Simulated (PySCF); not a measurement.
## Ionisation energy of S²⁺ by level of theory

S²⁺ [Ne] 3s2 3p2 (3P) → S³⁺ [Ne] 3s2 3p1 (2P), as a difference of total energies. Computed with PySCF 2.14 in def2-QZVPPD, with no relativity, point nucleus. Correlated levels: valence: [Ne] frozen; valence and next inner shell: 1s2 frozen. The calculations carry no spin-orbit coupling.

| method | ionisation energy (eV) |
| --- | --- |
| UHF | 34.159 |
| LDA | 34.877 |
| PBE | 34.832 |
| PBE0 | 34.874 |
| r2SCAN | 35.022 |
| CAM-B3LYP | 34.828 |
| BLYP | 34.631 |
| BHandHLYP | 34.699 |
| B2PLYP | 34.703 |
| MP2 (valence) | 34.683 |
| SCS-MP2 (valence) | 34.587 |
| MP2 (valence and next inner shell) | 34.708 |
| SCS-MP2 (valence and next inner shell) | 34.607 |

Problem. How much does correlation contribute at MP2 (valence and next inner shell)?

Solution. 34.708 − (34.159) = 0.549 eV, measured against UHF.

A first-order spin-orbit estimate (lowest level to lowest level, LS coupling) adds -0.009 eV.

Errors of the correlated levels include the incompleteness of this basis and the frozen core.

For comparison: 34.86 ± 0.04 eV (semi-empirical (NIST evaluation); NIST Atomic Spectra Database, ionization energies).
